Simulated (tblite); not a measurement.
Compound: C3H9NSi.
Structure used (GFN2-xTB), in Å, numbered top down from 1:
```
atom  x, y, z in Å
C1    -1.0817   -1.3008   -0.5717
C2    -0.6482   -0.1917    0.0098
C3    -1.5029    1.0368    0.0601
Si4    1.0669   -0.0839    0.7992
N5     2.1545    0.2328   -0.5034
H6    -0.4836   -2.1969   -0.6085
H7    -2.0543   -1.3702   -1.0387
H8    -1.7208    1.2915    1.0968
H9    -2.4428    0.8925   -0.4708
H10   -0.9740    1.8805   -0.3802
H11    1.3215   -1.3221    1.5573
H12    1.1886    1.0730    1.6888
H13    2.0410   -0.2824   -1.3622
H14    3.1349    0.3406   -0.2985
```

Calculated harmonic vibrations of the isolated species, GFN2-xTB (tblite), most abundant isotopes, no scaling. Errors from tens to a few hundred cm⁻¹ against measured bands are possible. Modes of hydrogen on silicon can be 10 to 20 % off. One conformer, not necessarily the lowest. The optimisation stopped once no atom felt more than 0.01 eV/Å.

Lowest wavenumbers of the output (negative numbers stand for imaginary wavenumbers):
```
mode    cm-1
  1     -30.5
  2     143.8
  3     157.4
  4     210.7
  5     255.5
  6     372.6
  7     399.5
  8     510.4
  9     545.8
 10     572.5
```

Is this structure a minimum?

Not by this Hessian. 1 mode is imaginary beyond 20i (30i cm⁻¹), so at this level the point lies at or near a first-order saddle. The curvature is small, so loose convergence or finite differences may be the whole cause.

Which atoms move in the imaginary mode?

30i: N5 (silicon-bound nitrogen) 27 %, C3 (allylic carbon) 17 %, C1 (terminal =CH2 carbon) 15 %, Si4 (SiH2 silicon) 11 %. These are shares of the mass-weighted motion.

What is the remedy?

Step along that mode in both directions, optimise again with tighter thresholds and repeat the frequencies. The zero-point energy of this point (69.3 kcal/mol) counts the 35 real modes alone, and thermal corrections from it aren't those of a minimum.
